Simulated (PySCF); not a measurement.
PySCF input:

```python
from pyscf import gto, scf, dft

mol = gto.M(
    atom='''
    B    -0.41223976    0.14476567   -0.00226737
    C    -1.40497383    1.33239393   -0.24564822
    C    -0.87550147   -1.29031472    0.44826674
    O     0.92487099    0.42304897   -0.20697860
    C     1.94211771   -0.44919222   -0.05533911
    H    -2.14351814    1.06234825   -1.00866681
    H    -0.91088457    2.25428714   -0.55355675
    H    -1.98648053    1.53567703    0.66049508
    H    -0.41424275   -1.57774356    1.39949660
    H    -0.57197811   -2.05317542   -0.27708167
    H    -1.95658238   -1.35943626    0.56957767
    H     1.74947317   -1.46595320    0.25111090
    H     2.92658966   -0.06154604   -0.25788581
    ''',
    basis='def2-tzvpd',
    charge=0,
    spin=1,
    verbose=4,
)

mf = dft.UKS(mol, xc='m062x').density_fit(auxbasis='def2-universal-jkfit')
mf.grids.level = 4
mf.conv_tol = 1e-9
mf.max_cycle = 100
mf.max_memory = 1500
mf.kernel()
if not mf.converged:
    mf = mf.newton()
    mf.kernel(mf.make_rdm1())
for _ in range(2):
    mo, _, stable, _ = mf.stability(return_status=True)
    if stable:
        break
    mf.kernel(mf.make_rdm1(mo, mf.mo_occ))
mf.analyze()
```

Problem. Predict the final energy.

Solution. -219.18534 Eh (M06-2X/def2-TZVPD).

It need not be the lowest isomer of its formula.
